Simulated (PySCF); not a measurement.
## Static response to an electric field

Compound: C₃H₄N₂OSi.
SMILES with atom numbers: `[N:1]#[C:2]/[C:3]([CH:4]=[O:5])=[N:6]\[SiH3:7]` (hydrogens: H8 on C4; H9, H10, H11 on Si7)

Geometry (GFN2-xTB, Å), atoms numbered from 1 in this order:
```xyz
11
C3H4N2OSi angstrom
N      0.3590    0.9094   -2.5340
C      0.5581    0.5411   -1.4677
C      0.7421    0.0751   -0.1272
C      2.1565   -0.0415    0.3689
O      3.1357    0.2223   -0.2663
N     -0.1943   -0.2401    0.6561
Si    -1.9254   -0.2554    0.4950
H      2.1878   -0.4076    1.4108
H     -2.2975   -1.1646   -0.5861
H     -2.3253   -0.7360    1.8114
H     -2.3913    1.1001    0.2131
```

Level: CAM-B3LYP/def2-SVPD (PySCF), static field, nuclei fixed, core orbitals frozen in the response. The polarisability tensor in these axes (au):

```
x    92.19   4.56  -8.22
y     4.56  55.85 -10.11
z    -8.22 -10.11  79.77
```

Q: What are the eigenvalues, a third of the trace, and Δα (Δα² = ½Σ(αi − αj)² over the three pairs)?

A: Principal values 52.09, 77.60 and 98.13 au; mean 75.94 au = 11.25 Å³ = 12.52 × 10⁻⁴⁰ C²·m²/J; Δα = 39.94 au (53 % of the mean).

Q: What is the dipole moment, and where does it point?

A: (-2.34, -1.12, 2.90) D, 3.89 D in size, pointing from the negative to the positive side. Measured along this direction, the outermost atoms are N1 at the negative end and H10 at the positive end.

Q: Sum over states: ᾱ = Σ f/ω², ω in Eh. What share falls to these 8 lowest TDDFT singlets (eV, f)? 2.89, 0.0000; 3.80, 0.0001; 5.76, 0.0002; 5.86, 0.2730; 6.00, 0.0019; 6.70, 0.0030; 6.80, 0.0900; 7.09, 0.0249.

A: They add up to 7.80 au, 10.3 % of the 75.94 au; the largest single term is 5.89 au, from the state at 5.86 eV. Terms in order: 0.00, 0.01, 0.01, 5.89, 0.04, 0.05, 1.44, 0.37 au. Higher excitations give the rest. The strengths listed sum to 0.393.

Q: Estimate the molar refractivity from the static electronic polarisability.

A: Lorentz–Lorenz: R = (4π/3)N_A α = 2.5225 cm³/(mol·Å³) × 11.25 Å³ = 28.4 cm³/mol, in the limit of long wavelengths.

Q: What depolarisation ratio follows for Rayleigh scattering of linearly polarised light, taking the static tensor?

A: ρ = 3Δα²/(45ᾱ² + 4Δα²) = 4786.4/(259507 + 6381.8) = 0.018.

One conformer (not necessarily the lowest) at the GFN2-xTB geometry, without solvent, vibrations or thermal averaging.
